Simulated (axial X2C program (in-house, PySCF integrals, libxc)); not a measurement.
Working with the constants of ScH⁻

A bond curve at the BHandHLYP level, 2c, was computed with an in-house relativistic program for diatomic molecules (basis Sc dyall-acv3z [11s12p8d5f2g], H dyall-av3z [7s3p2d] (cores contracted in-house)) for the state Ω = 3/2 (⟨Sz⟩ = -0.50, ⟨Lz⟩ = 2.00 at BHandHLYP). Its fit gives Re = 1.9580 Å, ωe = 1235.0 cm⁻¹, ωexe = 24.2 cm⁻¹ and αe = 1.313e-01 cm⁻¹; the masses are 44.9559 and 1.0078 u. Two-component means X2C with spin–orbit coupling and atomic mean-field Coulomb and Gaunt terms.

(1) Find the reduced mass, Be and the force constant.

(2) A Morse curve ties αe to the other constants (Pekeris). How well does that hold?

(3) Scale the constants to the deuteride (D 2.0141 u) within the Born–Oppenheimer picture.

(4) Estimate De from a Morse curve and compare with the computed well depth of 2.134 eV to Sc + H-.

(5) Estimate the centrifugal constant by the Kratzer relation.

The state is one determinant whose occupation by symmetry is held fixed; it was picked as the lowest of a PBE0 search that is not exhaustive. De is counted from the lowest determinant-based energies of the atoms at the same level, without counterpoise correction. Density functionals use the spin component along the axis (collinear). The 2c atoms are single determinants rather than J levels; their spin–orbit lowering is only partly caught, and De is too large by that part. This holds for BHandHLYP. Other states lie close and PBE0, whose exact exchange favours high spin, may order them wrongly; the determinant shown need not be the ground state. The nearest other 2c determinant of the search, Ω = 5/2, lies 0.02 eV up at the distance of the search. Without a current term, density functionals place determinants with orbital angular momentum somewhat too high. The highest occupied level of some functionals is positive through self-interaction error; at Hartree–Fock it is bound.

Answers

(1) From the BHandHLYP values: μ = 0.9857 u. Be = 16.8576/(μ Re²) = 4.461 cm⁻¹. k = 5.8918×10⁻⁷ μ ωe² = 0.886 mdyn/Å.

(2) αe(Morse) = 6Be²/ωe × (√(ωexe/Be) − 1) = 1.285e-01 cm⁻¹; the BHandHLYP curve gives 1.313e-01 cm⁻¹, a ratio of 0.98.

(3) ρ = √(μH/μD) = 0.7151; ωe = 883.1, ωexe = 12.4, Be = 2.281 cm⁻¹; the zero-point energy falls by 173 cm⁻¹.

(4) De(Morse) = ωe²/(4ωexe) = 1.954 eV against 2.134 eV computed, a ratio of 0.92. For De the Morse form works well here.

(5) D = 4Be³/ωe² = 2.33e-04 cm⁻¹.
